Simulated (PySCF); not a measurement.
Screening by computed properties: pick the candidate that meets the target.

All species are isolated and taken at one optimised geometry, non-relativistic unless stated. Electronic properties by PySCF.

The conformers computed, where there is a choice (atom-mapped SMILES and torsion angles):
- `[CH:1]#[C:2][SiH2:3]/[CH:4]=[CH:5]\[C:6]([F:7])([F:8])[F:9]`: C2–Si3–C4–C5 163°, C4–C5–C6–F7 166°
- `[O:1]=[CH:2][c:3]1[n:4][n:5][c:6]([Cl:7])[o:8]1`: O1–C2–C3–N4 180°
- `[CH:1]#[C:2]/[C:3](=[CH:4]\[SiH3:5])[C:6]([F:7])([F:8])[F:9]`: C2–C3–C6–F7 60°
- `[CH2:1]=[CH:2]/[CH:3]=[CH:4]\[C@H:5]([F:6])[CH:7]=[CH2:8]`: C1–C2–C3–C4 -177°, C3–C4–C5–F6 -157°, C4–C5–C7–C8 113°
- `[CH2:1]=[CH:2][C@@H:3]1[C:4](=[CH2:5])[CH2:6][C@H:7]1[F:8]`: C1–C2–C3–C4 -129°
- `[CH2:1]=[CH:2][c:3]1[n:4][cH:5][c:6]([Cl:7])[n:8][n:9]1`: C1–C2–C3–N4 0°
- `[CH:1]#[C:2][SiH2:3]/[CH:4]=[CH:5]/[C:6]([F:7])([F:8])[F:9]`: C2–Si3–C4–C5 7°, C4–C5–C6–F7 125°
- `[CH2:1]=[CH:2][CH2:3][C:4]#[C:5][Si:6]([F:7])([F:8])[F:9]`: C1–C2–C3–C4 -118°

Question: Wanted: electronic spatial extent ⟨r²⟩ about the centre of nuclear charge between 1100 bohr² and 1200 bohr² (CAM-B3LYP/def2-SVPD) and static isotropic polarisability below 76 au (CAM-B3LYP/def2-SVPD), at GFN2-xTB geometries. Which candidate meets both?
A. `c1(ccc(cc1)F)C#P`
B. `C(/C#C)(C(F)(F)F)=C/[SiH3]`
C. `C#C[SiH2]/C=C\C(F)(F)F`
D. `C=C/C=C\[C@H](F)C=C`
E. `C=C[C@@H]1C(=C)C[C@H]1F`
F. `c1(nnc(Cl)o1)C=O`
G. `n1c(cnc(n1)C=C)Cl`

Answer: F. Computed values:
| species | electronic spatial extent ⟨r²⟩ about the centre of nuclear charge | static isotropic polarisability |
| --- | --- | --- |
| C=C[C@@H]1C(=C)C[C@H]1F | 1036 bohr² | 82.2 au |
| c1(nnc(Cl)o1)C=O | 1174 bohr² | 69.2 au |
| C=C/C=C\[C@H](F)C=C | 1280 bohr² | 91.7 au |
| C(/C#C)(C(F)(F)F)=C/[SiH3] | 1554 bohr² | 87.9 au |
| n1c(cnc(n1)C=C)Cl | 1564 bohr² | 97.2 au |
| c1(ccc(cc1)F)C#P | 1715 bohr² | 112.3 au |
| C#C[SiH2]/C=C\C(F)(F)F | 1761 bohr² | 85.1 au |

Question: Wanted: dipole moment below 2.3 D (CAM-B3LYP/def2-SVPD) and smallest rotational constant below 1 GHz (GFN2-xTB), at GFN2-xTB geometries. Which candidate meets both?
A. `F[C@@H](/C=C\C=C)C=C`
B. `C#C[SiH2]/C=C/C(F)(F)F`
C. `S=c1ccocc1`
D. `C#C[SiH2]/C=C\C(F)(F)F`
E. `C1(=C)C[C@H]([C@@H]1C=C)F`

Answer: A. Computed values:
| species | dipole moment | smallest rotational constant |
| --- | --- | --- |
| C1(=C)C[C@H]([C@@H]1C=C)F | 1.58 D | 1.153 GHz |
| F[C@@H](/C=C\C=C)C=C | 1.93 D | 0.913 GHz |
| C#C[SiH2]/C=C\C(F)(F)F | 2.57 D | 0.608 GHz |
| C#C[SiH2]/C=C/C(F)(F)F | 2.77 D | 0.554 GHz |
| S=c1ccocc1 | 4.57 D | 1.278 GHz |

Question: Wanted: lowest singlet excitation between 5.7 eV and 6.4 eV (TDDFT CAM-B3LYP/def2-SVPD) and HOMO–LUMO gap above 7.7 eV (CAM-B3LYP/def2-SVPD), at GFN2-xTB geometries. Which candidate meets both?
A. `S=c1ccocc1`
B. `C#C[SiH2]/C=C\C(F)(F)F`
C. `C=C[C@@H]1C(=C)C[C@H]1F`
D. `C=Cc1ncc(Cl)nn1`
E. `C#C/C(=C\[SiH3])C(F)(F)F`
F. `O=Cc1nnc(Cl)o1`

Answer: B. Computed values:
```
                 species  lowest singlet excitation  HOMO–LUMO gap
              S=c1ccocc1                    2.54 eV        6.22 eV
         C=Cc1ncc(Cl)nn1                    3.21 eV        7.28 eV
          O=Cc1nnc(Cl)o1                    3.78 eV        8.07 eV
C#C/C(=C\[SiH3])C(F)(F)F                    5.36 eV        8.21 eV
  C#C[SiH2]/C=C\C(F)(F)F                    6.05 eV        9.40 eV
 C=C[C@@H]1C(=C)C[C@H]1F                    6.70 eV        9.59 eV
```

Question: Wanted: lowest triplet excitation (Tamm–Dancoff) between 2.4 eV and 3.3 eV (TDA CAM-B3LYP/def2-SVPD) and HOMO energy above -9.7 eV (CAM-B3LYP/def2-SVPD), at GFN2-xTB geometries. Which candidate meets both?
A. `Fc1ccc(C#P)cc1`
B. `C=CCC#C[Si](F)(F)F`
C. `O=Cc1nnc(Cl)o1`
D. `S=c1ccocc1`
E. `C#C[SiH2]/C=C\C(F)(F)F`
F. `C(#C)/C(=C\[SiH3])C(F)(F)F`

Answer: A. Computed values:
```csv
species,lowest triplet excitation (Tamm–Dancoff),HOMO energy
S=c1ccocc1,2.19 eV,-7.43 eV
Fc1ccc(C#P)cc1,2.63 eV,-7.85 eV
O=Cc1nnc(Cl)o1,3.22 eV,-9.94 eV
C(#C)/C(=C\[SiH3])C(F)(F)F,3.34 eV,-9.16 eV
C#C[SiH2]/C=C\C(F)(F)F,4.11 eV,-9.80 eV
C=CCC#C[Si](F)(F)F,4.50 eV,-9.59 eV
```
